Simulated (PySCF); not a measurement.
Ionisation energy of As²⁷⁺ by level of theory

As²⁷⁺ [He] 2s2 2p2 [2p1/2^2, M_J = 0] → As²⁸⁺ [He] 2s2 2p1 [2p1/2^1, M_J = 1/2], as a difference of total energies. Computed with PySCF 2.14 in an uncontracted even-tempered set (17 s from 9 bohr⁻², ratio 2.4; 11 p from 12 bohr⁻², ratio 2.4; 5 d from 41 bohr⁻², ratio 2.6; 4 f from 62 bohr⁻², ratio 2.6), with the two-component X2C-1e Hamiltonian. Correlated levels: nothing frozen; the 28 highest virtual spinors dropped. "Screened" scales the spin-orbit matrix elements by Boettger's factors to mimic the two-electron term; Breit and QED terms are absent.

```csv
method,ionisation energy (eV)
GHF (spin-free),2927.3
GMP2 (spin-free),2927.1
GHF (screened spin-orbit),2940.3
GMP2 (screened spin-orbit),2942.6
```

Task: How much does correlation contribute at GMP2 (screened spin-orbit)?

Result: 2942.6 − (2940.3) = 2.3 eV, measured against GHF (screened spin-orbit).

For this ion Breit and QED terms and the two-electron picture change, all absent here, outweigh the correlation shift from GHF to GMP2.

The spin-free rows relax to the high-spin LS determinant and lack the spin-orbit shift.

The labels give the starting determinants; with spin-orbit coupling the two ends relaxed to ⟨J²⟩ = 0.00, ⟨L²⟩ = 1.33, ⟨S²⟩ = 1.33 and ⟨J²⟩ = 0.75, ⟨L²⟩ = 2.00, ⟨S²⟩ = 0.75.

For comparison: 2938 ± 3 eV (semi-empirical (NIST evaluation); NIST Atomic Spectra Database, ionization energies).
